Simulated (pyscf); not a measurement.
**Four-centre exchange: O=AsH + AsH₃ -> O=AsH + AsH₃**

Gas phase, singlet surface, charge 0. Bonds broken: As2–H3, As4–H5. Bonds formed: As2–H5, H3–As4. PySCF, gas phase, ωB97X-D3(BJ)/def2-SVP geometries. Correlated levels are frozen-core, on RHF or UHF. ΔMP2 is the change of the MP2 total energy from the triple- to the quadruple-zeta basis.

Transition state (Å):

```xyz
7

O      0.6067     1.9331     0.3900
As     0.5620     0.9018    -0.8550
H     -0.9636     0.3037    -1.0397
As    -1.0080    -1.3410     0.0043
H      0.7810    -0.6421    -0.3185
H     -0.3050    -1.4375     1.3522
H     -2.0989    -0.4669     0.6095
```

One imaginary mode, 952i cm⁻¹; descent along it reached the two sides named.

| bond | change | reactant side (Å) | saddle | product side |
|---|---|---|---|---|
| As2–H3 | breaks | 1.565 | 1.649 | 2.9 |
| As4–H5 | breaks | 1.522 | 1.948 | 3.7 |
| As2–H5 | forms | 2.9 | 1.649 | 1.564 |
| H3–As4 | forms | 3.7 | 1.949 | 1.525 |

Electronic energies relative to the separated reactants (kJ/mol):

| level | barrier | reaction energy | reverse barrier |
|---|---|---|---|
| ωB97X-D3(BJ)/def2-TZVP | 86.7 | 0.0 | 86.7 |
| PBE/def2-TZVP | 52.0 | 0.0 | 52.0 |
| r²SCAN/def2-TZVP | 56.7 | 0.0 | 56.7 |
| B3LYP-D3(BJ)/def2-TZVP | 77.9 | 0.0 | 77.9 |
| PBE0-D3(BJ)/def2-TZVP | 62.5 | 0.0 | 62.5 |
| M06-2X/def2-TZVP | 82.8 | 0.0 | 82.8 |
| ωB97M-D3(BJ)/def2-TZVP | 102.3 | 0.0 | 102.3 |
| HF/def2-TZVP | 167.8 | 0.0 | 167.8 |
| MP2/def2-QZVPP | 95.8 | 0.0 | 95.8 |
| CCSD/def2-TZVPP | 115.9 | 0.0 | 115.9 |
| CCSD(T)/def2-TZVPP | 100.9 | 0.0 | 100.9 |
| CCSD(T)/def2-TZVPP + ΔMP2(QZVPP) | 97.9 | 0.0 | 97.9 |

With CCSD(T)/def2-TZVPP + ΔMP2(QZVPP) energies and thermal terms (ideal gas, 1 atm, RRHO with modes under 100 cm⁻¹ raised to 100, one conformer, R ln 2 for chiral ones without a mode under 150 cm⁻¹), in kJ/mol:

```json
[
 {"T (K)": "298", "ΔH‡": "98.0", "ΔG‡": "142.2", "ΔH": "0.0", "ΔG": "0.0"},
 {"T (K)": "600", "ΔH‡": "99.3", "ΔG‡": "186.7", "ΔH": "0.0", "ΔG": "0.0"},
 {"T (K)": "900", "ΔH‡": "102.1", "ΔG‡": "229.8", "ΔH": "0.0", "ΔG": "0.0"},
 {"T (K)": "1200", "ΔH‡": "105.0", "ΔG‡": "271.9", "ΔH": "0.0", "ΔG": "0.0"}
]
```

O=AsH lies 31.2 kJ/mol over its isomer HO–As: [triplet] (electronic energy, ωB97M-D3(BJ)/def2-TZVP). One saddle was located; it need not be the lowest between these sides. The CCSD(T) − MP2 part came from Ansatz, without density fitting, on the same reference. The frozen core leaves the outer d or s,p core shells of the metals and heavy elements correlated in the MP2 and CC values, and def2-TZVPP describes them poorly, which can shift differences by a few kcal/mol. Elements up to Kr have no core potential and no relativistic terms here.
